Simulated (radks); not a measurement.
Question: Ionisation of neutral samarium, [Xe] 4f6 6s2, to [Xe] 4f6 6s1 as the strength of local exchange is varied. All-electron calculation, scalar-relativistic Kohn-Sham, Slater X-alpha exchange (alpha = 2/3 is LDA exchange), no correlation, spin-polarised, spherical densities, finite nucleus; open shells are filled with parallel spins first (spin-orbit coupling, left out, can overturn this in heavy ions); Fermi nuclear charge, rms radius 5.0819 fm. Program: a radial shooting solver on a logarithmic mesh with Libxc functionals.

alpha  E(Sm) (hartree)  exchange (hartree)  IE (eV)  -e of the level emptied (eV)  <r> of it (bohr)
0.618      -10397.1825           -205.5437    4.526                    2.550 (6s)             4.592
0.667      -10413.5510           -222.2173    4.709                    2.742 (6s)             4.528
0.826      -10466.8550           -276.6847    5.347                    3.420 (6s)             4.323
0.922      -10499.1777           -309.8388    5.759                    3.862 (6s)             4.206
?          -10474.5895           -284.6095    5.444                    3.523 (6s)             4.294

Which alpha was used in the last row?

Answer: alpha = 0.849. NIST Atomic Spectra Database: 5.644 eV (measured). The Delta-SCF value meets it near alpha = 0.90. Open shells are spherical and high-spin; term and fine-structure splittings are not resolved. Spin-orbit splitting is averaged out at the scalar-relativistic level.
